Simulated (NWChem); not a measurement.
Species: CrSOCl2; SMILES [S]=[Cr]([Cl])(=[O])[Cl]

Computed with NWChem. All runs use the structure optimised with PBE0/def2-SVP.

What does the run give for B3LYP/def2-SVP? Quantities: highest occupied level (eV); orbital gap (eV); dipole (D).


| Quantity | Value |
|---|---|
| highest occupied level (eV) | -8.09 |
| orbital gap (eV) | 3.14 |
| dipole (D) | 0.95 |
